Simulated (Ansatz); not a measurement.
| atom | x (Å) | y (Å) | z (Å) |
| --- | --- | --- | --- |
| Cu | 0.0000 | 0.0000 | -1.9000 |
| O | 0.0000 | 0.0000 | 0.0000 |
| O | 1.1302 | 0.0000 | 0.6009 |

Basis set: pcseg-2 (spherical functions). Charge 0, multiplicity 2.

Computed with Ansatz (development build ahead of 0.2.0); each method stands on the lowest determinant of its kind that the runs found. Restricted functionals stand beside restricted open-shell atoms, which can lie above the unrestricted atoms usual in DFT and then raise those values.

Problem. Give the atomization energy at this shape (free ground-state atoms in the same class of orbitals less the molecule, no zero-point energy) of doublet CuO2 by PBE0 (restricted open-shell), ROHF.

Solution.

```csv
method,atomization energy
PBE0 (restricted open-shell),5.93 eV
ROHF,1.12 eV
```

The shape needn't be a minimum at these levels.
